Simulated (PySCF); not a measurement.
**Ionisation energy of Os²⁺ by level of theory**

Os²⁺ [Xe] 4f14 5d6 (5D) → Os³⁺ [Xe] 4f14 5d5 (6S), as a difference of total energies. All numbers are calculated (PySCF 2.14, scalar relativity through the core potential, in aug-cc-pVDZ-PP with ECP60MDF (5s5p4d2f, 54 functions)). Correlated levels: valence: 5s2 5p6 frozen. The calculations carry no spin-orbit coupling.

```tsv
method	ionisation energy (eV)
UHF	24.884
MN15	27.182
TPSS	26.775
MP2 (valence)	25.863
SCS-MP2 (valence)	25.991
```

Question: How much does correlation contribute at MP2 (valence)?

Answer: 25.863 − (24.884) = 0.979 eV, measured against UHF.

The reference lies between the lowest fine-structure levels, while these numbers refer to the centres of the terms.

Errors of the correlated levels include the incompleteness of this basis and the frozen core.

For comparison: 25 ± 1.6 eV (theoretical estimate listed by NIST; NIST Atomic Spectra Database, ionization energies).
